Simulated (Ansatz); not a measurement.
Basis-set extrapolation for C5H4F6, SMILES `F[C@@H]1[C@@H](F)[C@H](F)C(F)(F)[C@@H]1F` (PBE0-D4/def2-TZVP geometry, frozen core, the Gaussian-basis code of Ansatz). Multiplicity 1, RHF reference.

```json
{"": "HF", "def2-TZVPP": "-788.613672", "def2-QZVPP": "-788.646724"}
{"": "MP2 correlation", "def2-TZVPP": "-2.281191", "def2-QZVPP": "-2.479048"}
{"": "CCSD(T) correlation", "def2-TZVPP": "-2.390780", "def2-QZVPP": "not run"}
```

Energies in hartree. Use E(X) = E(∞) + A·exp(−7.88·√X) for Hartree–Fock and E(X) = E(∞) + B·X^(−2.97) for correlation, with X = 3 and 4, and add CCSD(T) minus MP2 of the smaller set to the MP2 limit.

What is the CCSD(T) energy at the basis-set limit?

HF limit: -788.646724 + (-0.033052) × 0.13774 = -788.65128. MP2 limit: -2.479048 + (-0.197857) × 0.74074 = -2.62561. Higher-order term: -2.390780 − (-2.281191) = -0.10959. Total: -791.38648 hartree, 239.7 kcal/mol below CCSD(T)/def2-TZVPP.
